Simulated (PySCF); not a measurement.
# Computed records: FHOSi₂

All values are calculated (PySCF 2.14.0). Calculation on a computer-drawn molecule: the log of a Hartree-Fock and frozen-core CCSD(T) single point meant for a local Hartree-Fock minimum, with one planted fault or none, to be diagnosed. Offsets are logged minus clean, where the clean run is the same molecule without the fault. The reference is restricted for singlets and unrestricted otherwise, and also for a bond in bohr or an excited solution. Adding or removing an electron swaps singlet and doublet. The excited solution moves the top pair (singlet) or top alpha electron (doublet) to the lowest empty orbital. Highest occupied and lowest empty are orbital energies over both spins, largest force is the largest gradient component, triples share is (T) over the correlation energy, the T1 limit is 0.02 restricted and 0.045 unrestricted, electrons count all cores, a negative frequency is imaginary (commonest isotopes), and the dipole is about the centre of nuclear charge.

Entry: FHOSi₂

Logged structure:
```xyz
5
FHOSi2
O     -2.7966    -1.2396    -0.8827
Si    -2.2004    -0.0992    -0.1298
F     -0.8686    -0.1960     0.7554
Si    -2.9580     2.1591    -0.0613
H     -3.7522     1.8402     1.1852
```

```
meant charge                      : 0
meant multiplicity                : 1
meant basis                       : cc-pV(D+d)Z
logged electrons                  : 46
logged basis functions            : 79
logged SCF converged              : yes
logged spin squared               : 0
logged highest occupied           : -7.3778 eV
logged lowest empty               : -3.6079 eV
logged largest force              : 0.064912 hartree/bohr
logged CC converged               : no
logged dipole magnitude           : 4.3539 debye
logged SCF stable within its kind : no
logged energy HF                  : -752.55635 hartree
possible faults                   : no fault, one electron removed, one electron added, multiplicity raised by two, geometry at a saddle point, SCF held on an excited solution, minimal basis STO-3G, one bond length entered in bohr, all coordinates scaled
planted fault                     : SCF held on an excited solution
HF energy offset from clean run   : 126.8 kcal/mol
```

Drawn bonds:
```
atom  other atom  order
   1           2      2
   2           3      1
   2           4      1
   4           5      1
```

Notes: CCSD not converged.
